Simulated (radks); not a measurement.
Results of a calculation; reference values are marked as such.
Q: The table gives one normalised radial function P(r) = r R(r) of C in [He] 2s2 2p2 (r in bohr). Level of theory: non-relativistic Kohn-Sham, Wu-Cohen GGA, spin-polarised, spherical densities, point nucleus; open shells are filled with parallel spins first (a radial shooting solver on a logarithmic mesh with Libxc functionals).

r         P
0.01036  0.0007
0.01438  0.0013
0.0198   0.0024
0.02749  0.0045
0.03785  0.0082
0.05255  0.0152
0.07236  0.0273
0.1005   0.0486
0.1395   0.0842
0.192    0.1391
0.2666   0.2226
0.3671   0.3330
0.5096   0.4689
0.7018   0.6030
0.9743   0.7018
1.353    0.7119
1.863    0.6169
2.586    0.4389
3.561    0.2485
4.943    0.1056
6.807    0.0316

Which n and l does it have? It may be an empty orbital.

A: n = 2, l = 1: the number of nodes gives n - l - 1 = 0, the rise at small r (about r^(l+1)) gives l, and the extent must fit the shell. The curve is that of 2p up; the table hardly tells the two spins apart. 2p up: eigenvalue -6.093 eV, 0 radial nodes, <r> = 1.74 bohr, 90 % of the charge inside 2.99 bohr.
